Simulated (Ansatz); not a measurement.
Consider the substitution at a C–I bond: `O/C=C/CI` + HBr → `O/C=C\CBr` + HI.

Program: Ansatz. Geometries: PBE0-D4/def2-TZVP. ΔE: electronic, gas phase. CBS: MP2 limit from def2 TZ/QZ plus the TZ coupled-cluster correction, frozen cores. Double bonds are as drawn, so ΔE can hold a change between cis and trans. DFT in def2-TZVPP. B3LYP here is the variant with VWN-RPA as its local correlation; programs differ in this. Elements past krypton have def2 core potentials. For Br, I outer-core shells are correlated without core-valence functions, which leaves a few kJ/mol of doubt a bond. Scalar relativity is left out up to krypton. Each species was taken in one conformer, which may not be the lowest.

| level | ΔE (kJ/mol) |
| --- | --- |
| PBE-D4 | 15.6 |
| r2SCAN-D4 | 14.8 |
| B3LYP-D4 | 13.2 |
| ωB97M-V | 10.0 |
| B3LYP | 11.9 |
| SCS-MP2/def2-QZVPP | 15.7 |
| HF/CBS(def2) | 6.7 |
| MP2/CBS(def2) | 20.1 |

(1) What does CCSD(T)/CBS give? (Best estimate.)

Largest T1 diagnostic among the species: 0.011.

Results:

(1) Ansatz gave: +16.0 kJ/mol. The listed levels differ from it by -0.4, -1.2, -2.8, -6.0, -4.1, -0.3, -9.3, 4.1 kJ/mol.

In def2-TZVPP, CCSD(T) changes the Hartree–Fock value by +6.0 kJ/mol (the triples alone add +2.1 kJ/mol) and MP2 by +10.1 kJ/mol.

CCSD(T)/CBS has its own doubt, a few kJ/mol and more with outer-core shells, so smaller differences from it don't rank the levels.
